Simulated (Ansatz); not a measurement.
C$_{2}$H$_{7}$ClSSi, SMILES `CCS[SiH2]Cl` at its PBE0-D4/def2-TZVP geometry, where that method's forces vanish. The species carries charge 0 and has multiplicity 1.

```xyz
12

C     1.1728   -1.0624    0.5264
C    -0.3166   -1.1131    0.2650
S    -1.2407    0.3148    0.9387
Si   -0.7710    1.8109   -0.4688
Cl   -1.3836    1.2937   -2.3680
H     1.6508   -1.9696    0.1460
H     1.3807   -0.9865    1.5949
H     1.6374   -0.2075    0.0318
H    -0.7717   -1.9755    0.7557
H    -0.5416   -1.1946   -0.7999
H     0.6831    2.0672   -0.5865
H    -1.4997    3.0227   -0.0353
```

(1) What forces (eV/Å) does B3LYP-D4/def2-TZVPP give on these atoms in the Gaussian-basis code of Ansatz? (Best estimate.)

## Answers

(1) Computed: 
```
C1   0.230 -0.007  0.021
C2  -0.110 -0.278 -0.143
S3  -0.188  0.118  0.209
Si4  0.131  0.294  0.106
Cl5 -0.065 -0.052 -0.212
H6  -0.009  0.044  0.021
H7   0.001 -0.006 -0.055
H8  -0.013 -0.055  0.032
H9   0.041  0.042 -0.046
H10  0.028 -0.017  0.080
H11 -0.103 -0.010  0.015
H12  0.057 -0.074 -0.028
```

B3LYP here is the variant with VWN-RPA as its local correlation; programs differ in this.
